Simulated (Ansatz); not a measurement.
System: C2H5BF, net charge -1, singlet state. It need not be the lowest isomer of its formula. Whether it binds its extra electron was not tested at this geometry. 
Geometry from a B3LYP-D3(BJ)/def2-TZVP (Ansatz, a program for electronic structure) optimisation:
```xyz
9

C      1.3369    -0.6555    -0.4673
B      0.1242    -0.0088    -0.0097
C     -1.3855    -0.4967    -0.2770
F      0.1471     1.1829     0.7610
H      2.3389    -0.2809    -0.2570
H      1.3219    -1.5700    -1.0588
H     -1.4189    -1.4157    -0.8708
H     -1.9241    -0.6883     0.6622
H     -1.9715     0.2652    -0.8108
```
Charge -1, spin multiplicity 1.

Total electronic energies in hartree. Correlated levels leave the core frozen unless marked. Spin-orbit coupling is left out. Non-relativistic unless marked X2C. Basis-set limits of correlation are two-point, X^-3; Hartree-Fock from the larger set.

```csv
level,program,energy (Eh)
HF/STO-3G,Ansatz,-200.00511
HF/aug-cc-pVDZ,Ansatz,-202.83500
RI-HF/aug-cc-pVTZ,Ansatz,-202.89054
B3LYP/def2-TZVPD,Ansatz,-204.08431
PBE0/def2-SVP,Ansatz,___
PBE0/def2-TZVP,Ansatz,-203.83191
RPA@PBE/cc-pVTZ,Ansatz,-204.01115
MP2/aug-cc-pVTZ,Ansatz,-203.62829
MP2/aug-cc-pVQZ,Ansatz,-203.68667
CCSD/aug-cc-pVTZ,Ansatz,-203.65469
CCSD/cc-pVQZ,Ansatz,-203.69679
CCSD(T)/6-31G*,Ansatz,-203.35463
CCSD(T)/aug-cc-pVTZ,Ansatz,-203.68521
X2C-CCSD(T)/cc-pVTZ-DK,Ansatz,-203.78387
"CCSD(T)/CBS(aug-cc-pVTZ,aug-cc-pVQZ)",Ansatz,-203.7673
```

**Question.** Complete the blanks.

**Answer.** 
- PBE0/def2-SVP, energy (Eh): -203.58748
